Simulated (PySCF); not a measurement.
Krypton: a sound run and one with changed settings

Sound run: Kr [Kr], Kr⁺ [Ar] 3d10 4s2 4p5. All numbers are calculated (PySCF 2.14, the spin-free X2C one-electron Hamiltonian (Gaussian nucleus), in aug-cc-pVDZ-DK). In the sound run the correlated levels freeze [Ar] 3d10. The sound run starts from symmetry-adapted Hartree-Fock orbitals and uses a fine grid where one is needed.

Changed run: all electrons correlated in a basis built for the valence shell.

| species | method | sound run (hartree) | changed run (hartree) | converged |
| --- | --- | --- | --- | --- |
| Kr | MP2 | -2788.18171 | -2788.20976 | yes |
| Kr⁺ | MP2 | -2787.66800 | -2787.69494 | yes |

Ionisation energy of Kr:

```csv
method,sound run (eV),changed run (eV)
UHF,13.180,13.180
MP2,13.979,14.009
SCS-MP2,13.900,13.917
```

A valence basis has no tight correlating functions, so it recovers only part of the core correlation, and not evenly between atom and ion.

For comparison, NIST gives 14.000 eV between the lowest levels.
